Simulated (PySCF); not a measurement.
**C5H5NO: core ionisation energies**

4-hydroxypyridine, C5H5NO.
Bonds: O1–C2, C2–C3 (aromatic), C3–C4 (aromatic), C4–N5 (aromatic), N5–C6 (aromatic), C6–C7 (aromatic), C2–C7 (aromatic). Hydrogens: H8 on O1; H9 on C3; H10 on C4; H11 on C6; H12 on C7.

Computed with delta-SCF UKS SCAN, pcX-2 on the ionised atom, pcseg-1 elsewhere, spin-free X2C in PySCF 2.14.0. Binding energies are ΔSCF values: E(core-ionised, relaxed orbitals) − E(ground state) at a fixed geometry, referred to the vacuum level.

Task: Give the core binding energies atom by atom.

Result: 
| atom(s) | bonded to | level | binding energy (eV) | above the level's lowest (eV) | count |
| --- | --- | --- | --- | --- | --- |
| O1 | C and H | O 1s | 539.85 | 0.00 | 1 |
| N5 | 2 C (aromatic in the SMILES) | N 1s | 404.29 | 0.00 | 1 |
| C2 | O and 2 C (aromatic in the SMILES) | C 1s | 292.71 | +2.27 | 1 |
| C4/C6 | N (aromatic in the SMILES), C (aromatic in the SMILES) and H | C 1s | 291.26 | +0.82 | 2 |
| C3/C7 | 2 C (aromatic in the SMILES) and H | C 1s | 290.44 | 0.00 | 2 |

The listed C 1s values span 2.27 eV, from C3/C7 (bonded to 2 C (aromatic in the SMILES) and H) to C2 (bonded to O and 2 C (aromatic in the SMILES)). The widest gap between neighbouring values is 1.45 eV, between 291.26 and 292.71 eV. Summing the Pauling electronegativity differences to the bonded atoms, each weighted by its formal bond order, gives -0.35 for the lowest site and +0.89 for the highest; no listed site has a larger sum than the highest.

Task: Which effective nuclear charge Zeff reproduces each element's mean 1s value in the hydrogen-like formula E = 13.606 eV × Zeff²?

Result: C (Z = 6): mean 291.2 eV, Zeff = 4.63, Z − Zeff = 1.37; N (Z = 7): mean 404.3 eV, Zeff = 5.45, Z − Zeff = 1.55; O (Z = 8): mean 539.9 eV, Zeff = 6.30, Z − Zeff = 1.70. Means run over the listed sites, weighted by atom count.

Task: Express the binding energy of C 1s of C3/C7 in atomic units and per mole.

Result: 290.44 eV = 10.6735 Eh = 28023 kJ/mol.

One atom of each set of topologically equivalent atoms was ionised and stands for the set; in this conformer not all members are related by symmetry, and their own values weren't computed. The unrestricted hole states depart most from a pure doublet (⟨S²⟩ = 0.75; over 0.85 named) for C 1s of C2 (0.87), which makes this value less certain. One conformer (not necessarily the lowest) at the GFN2-xTB geometry, without solvent, vibrations or thermal averaging.

On an Arm Neoverse N1 with one thread, no GPU, on a shared host, this took 84 s.

The values belong to the conformer `[OH:1][c:2]1[cH:3][cH:4][n:5][cH:6][cH:7]1`: H–O1–C2–C3 180°.
